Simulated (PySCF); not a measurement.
Predicted microwave data (PySCF, PBE0-D3(BJ)/def2-SVP geometry optimisation, gas phase) for one isomer of C2H5F3OSi:

```
Rotational constants : A = 3955, B = 1344, C = 1248 MHz
Dipole components    : |μa| = 0.01 D, |μb| = 0.81 D, |μc| = 0.71 D
Inertial defect      : -99.01 u·Å²
κ                    : -0.93
```

Question: Which structure is it? (One computed conformer of each.)
A. `[F:1][C:2]([F:3])([F:4])[CH2:5][O:6][SiH3:7]` with C2–C5–O6–Si7 175°
B. `[OH:1][SiH2:2][CH2:3][C:4]([F:5])([F:6])[F:7]` with H–O1–Si2–C3 -46°, O1–Si2–C3–C4 63°
C. `[CH3:1][O:2][SiH2:3][C:4]([F:5])([F:6])[F:7]` with C1–O2–Si3–C4 176°

Answer: B. It is O[SiH2]CC(F)(F)F, a near-prolate asymmetric top, point group C1. The candidates at the same level (rigid rotor, commonest isotopes):

| SMILES | A (MHz) | B (MHz) | C (MHz) | μa (D) | μb (D) | μc (D) | Δ (u·Å²) | point group | rotor |
| --- | --- | --- | --- | --- | --- | --- | --- | --- | --- |
| CO[SiH2]C(F)(F)F | 4251 | 1202 | 1145 | 2.94 | 1.29 | 0.05 | -97.82 | near Cs | near-prolate asymmetric top |
| O[SiH2]CC(F)(F)F | 3955 | 1344 | 1248 | 0.01 | 0.81 | 0.71 | -99.01 | C1 | near-prolate asymmetric top |
| FC(F)(F)CO[SiH3] | 5022 | 1019 | 1012 | 1.94 | 1.64 | 0.08 | -97.35 | near Cs | – |

`CO[SiH2]C(F)(F)F` has B 11 % too low; `FC(F)(F)CO[SiH3]` has A 27 % too high. No structure here is proved a minimum.
